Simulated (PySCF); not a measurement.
Compound: C₆H₅NO.
Bonds: O1–C2 (double), C2–C3, C3–C4 (aromatic), C4–C5 (aromatic), C5–C6 (aromatic), C6–C7 (aromatic), C7–N8 (aromatic), C3–N8 (aromatic). Hydrogens: H9 on C2; H10 on C4; H11 on C5; H12 on C6; H13 on C7.

Computed geometry: GFN2-xTB, gas phase.

Entries marked ? are missing.

| coordinate | value |
| --- | --- |
| O1=C2 | 1.203 Å |
| C2–C3 | 1.477 Å |
| C3–C4 | 1.395 Å |
| C4–C5 | 1.385 Å |
| C5–C6 | ? |
| C6–C7 | ? |
| C7–N8 | ? |
| C3–N8 | ? |
| C2–H9 | 1.104 Å |
| C4–H10 | 1.079 Å |
| C5–H11 | 1.080 Å |
| C6–H12 | 1.079 Å |
| C7–H13 | 1.082 Å |
| O1–C2–C3 | 124.9° |
| C2–C3–C4 | 121.1° |
| C2–C3–N8 | 116.0° |
| C4–C3–N8 | 122.9° |
| C3–C4–C5 | 118.4° |
| C4–C5–C6 | ? |
| C5–C6–C7 | ? |
| C6–C7–N8 | ? |
| C3–N8–C7 | 118.2° |

Q: Estimate the withheld lengths and angles.

A: 
- C5–C6 = 1.386 Å, aromatic (both ends aromatic CH carbon); 0.07 Å below the sum of covalent radii, 1.46 Å.
- C6–C7 = 1.391 Å, aromatic (aromatic CH carbon to aromatic CH next to a ring nitrogen); 0.07 Å below the sum of covalent radii, 1.46 Å.
- C7–N8 = 1.316 Å, aromatic (aromatic CH next to a ring nitrogen to pyridine-type nitrogen); 0.12 Å below the sum of covalent radii, 1.44 Å.
- C3–N8 = 1.332 Å, aromatic (substituted aromatic carbon to pyridine-type nitrogen); 0.11 Å below the sum of covalent radii, 1.44 Å.
- C4–C5–C6 = 118.6°, at the aromatic CH carbon, inside a 6-membered ring; the outer atoms are 2.383 Å apart.
- C5–C6–C7 = 118.5°, at the aromatic CH carbon, inside a 6-membered ring; the outer atoms are 2.387 Å apart.
- C6–C7–N8 = 123.4°, at the aromatic CH next to a ring nitrogen, inside a 6-membered ring; the outer atoms are 2.384 Å apart.

Radii are Cordero's, carbon taken as 0.76, 0.73 or 0.69 Å for four, three, and two or fewer neighbours.

Stationary, but not proved a minimum. One conformer, not necessarily the lowest (O1–C2–C3–C4 0°).
